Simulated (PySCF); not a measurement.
C4H8O2Si2, SMILES [SiH3]O[SiH2]c1ccco1, singlet at its GFN2-xTB optimised geometry (Å):

```
16

Si     0.2859    -2.9253    -0.0476
O     -0.8315    -1.7548    -0.0088
Si    -1.6224    -0.3436     0.0002
C     -0.3510     1.0312     0.0000
C      1.0198     1.0312     0.0000
C      1.4308     2.3822     0.0000
C      0.2830     3.1147     0.0001
O     -0.7914     2.3143     0.0001
H      1.0805    -2.7429    -1.2617
H      1.1091    -2.7884     1.1533
H     -0.4723    -4.1732    -0.0627
H     -2.4342    -0.3161    -1.2171
H     -2.4211    -0.3310     1.2263
H      1.6471     0.1627    -0.0001
H      2.4342     2.7566     0.0000
H      0.1090     4.1732     0.0000
```

Method: B3LYP/def2-TZVP (PySCF).

Map of the Laplacian of the electron density (e/bohr⁵) on the plane z = 0.6 Å:

```
|22222222222222222222222222222|
|22222222222222222222222222222|
|22222222222222222222222222222|
|22222222222222222222222222222|
|22222222222222222222222222222|
|22222222222222222222222222222|
|22222222222222222222222222222|
|22222222222223222222222222222|
|22222222222354322222222222222|
|22222222222456332222222222222|
|22222222222354333222222222222|
|22222222222232332222222222222|
|22222222222221222222222222222|
|22222222222222222222222222222|
|22222222213422222222222222222|
|22222222208922222222222222222|
|22222222222222222222222222222|
|22222222222354222222222222222|
|22222222222455322222222222222|
|22222222222343222222222222222|
|22222222222222550222222222222|
|22222222222222331222222222222|
|22222222222222222222222222222|
|22222222222222222222222222222|
|22222222222222222222222222222|
|22222222222222222222222222222|
|22222222222222222222222222222|
|22222222222222222222222222222|
|22222222222222222222222222222|
```
Scale: ten equal steps from -0.312 (start of '0') to 1.19 (end of '9'), in the order '0123456789'; x runs from -6.50 to 6.50, y from -6.50 (bottom) to 6.50 (top).
